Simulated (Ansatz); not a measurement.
`C[CH2][GeH]([F])[Cl]`, charge 0, multiplicity 1.

Question: Give a relaxed structure at PBE0-D4/def2-TZVP (the Gaussian-basis code of Ansatz). (Best estimate.)

Answer: Computed: 
Z-matrix (Å, degrees):
```
C
C 1 1.523
H 1 1.093 2 111.8
H 1 1.092 2 110.7 3 -119.7
H 1 1.092 2 111.4 3 120.6
Ge 2 1.937 1 113.2 3 -60.6
H 2 1.094 1 111.6 3 59.8
H 2 1.093 1 111.5 3 179.5
Cl 6 2.147 2 109.6 1 -61.5
F 6 1.736 2 108.1 1 -176.3
H 6 1.534 2 118.6 1 62.6
```
This is one stationary point; other conformers may exist.
